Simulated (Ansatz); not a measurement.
Ansatz (a quantum-chemistry and plane-wave program) input:
A basis named .json is the Basis Set Exchange file of that set.

Ansatz 0.2 input:
```yaml
crystal:
  periodic: [false, false, false]
  atoms:
    - {symbol: Y, position_ang: [1.03994636, -0.42123714, 0.06527314]}
    - {symbol: O, position_ang: [1.92767356, -0.18019520, -1.53650532]}
    - {symbol: Br, position_ang: [-1.59940847, 0.51056600, 0.27846830]}
basis:
  gaussian:
    orbitals: def2-QZVPP.json
hamiltonian:
  xc: {name: PBE0}
total_charge: -1
magnetization: {spin_polarized: true, initial_magnetization: 1}
```

Predict the final energy.

-2687.56762 Eh (PBE0/def2-QZVPP). The basis has 227 functions.

The spin state was set by rule; other spins were not relaxed.
